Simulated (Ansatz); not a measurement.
`O[SiH2]/C=C\[SiH](O)O`, relaxed with RKS PBE0-D4/def2-TZVP in Ansatz from a GFN2-xTB geometry. The force threshold is 0.005 eV/Å; the program also tests the step.

Charge 0, multiplicity 1.

Start:

```xyz
15

O     1.338    0.377    1.775
Si   -0.187    0.096    2.232
C    -1.427   -0.038    0.816
C    -1.198    0.002   -0.496
Si    0.439    0.250   -1.388
O     1.635   -0.666   -0.750
O     0.337   -0.296   -2.927
H     1.665   -0.027    0.968
H    -0.515    1.255    3.060
H    -0.279   -1.164    2.984
H    -2.456   -0.177    1.138
H    -2.057   -0.095   -1.160
H     0.889    1.642   -1.389
H     2.147   -1.203   -1.352
H    -0.332    0.044   -3.511
```

| step | energy (eV) | largest force (eV/Å) | largest move (Å) |
| --- | --- | --- | --- |
| 1 | -24092.6671 | 0.658 | 0.000 |
| 2 | -24092.7413 | 0.422 | 0.105 |
| 3 | -24092.7501 | 0.167 | 0.030 |
| 4 | -24092.7508 | 0.138 | 0.072 |
| 5 | -24092.7560 | 0.090 | 0.044 |
| 6 | -24092.7562 | 0.341 | 0.076 |
| 7 | -24092.7611 | 0.189 | 0.022 |
| 8 | -24092.7691 | 0.108 | 0.151 |
| 9 (rejected) | -24092.7297 | 1.341 | 0.167 |
| 10 | -24092.7743 | 0.271 | 0.083 |
| 11 | -24092.7787 | 0.192 | 0.037 |
| 12 | -24092.7848 | 0.229 | 0.150 |
| 13 | -24092.7877 | 0.041 | 0.068 |
| 14 (rejected) | -24092.7877 | 0.076 | 0.022 |
| 15 | -24092.7883 | 0.045 | 0.011 |
| 16 | -24092.7883 | 0.100 | 0.067 |
| 17 (rejected) | -24092.7503 | 0.590 | 0.057 |
| 18 | -24092.7885 | 0.055 | 0.028 |
| 19 | -24092.7887 | 0.037 | 0.022 |
| 20 | -24092.7889 | 0.016 | 0.014 |
| 21 | -24092.7890 | 0.006 | 0.006 |
| 22 | -24092.7890 | 0.006 | 0.002 |
| 23 | -24092.7890 | 0.004 | 0.003 |

End:

```xyz
15

O     1.342    0.452    1.653
Si   -0.162    0.155    2.229
C    -1.428   -0.067    0.875
C    -1.239   -0.071   -0.450
Si    0.328    0.156   -1.412
O     1.470   -0.865   -0.777
O     0.032   -0.270   -2.973
H     1.663   -0.147    0.963
H    -0.542    1.324    3.061
H    -0.220   -1.067    3.082
H    -2.451   -0.220    1.232
H    -2.114   -0.218   -1.087
H     0.844    1.551   -1.408
H     2.220   -1.078   -1.336
H     0.256    0.366   -3.652
```

It took 39 s on 2 threads of an AMD EPYC 7R13 on a shared host and a share of an NVIDIA H100 80 GB, with 0.97 GiB of host memory at the peak.
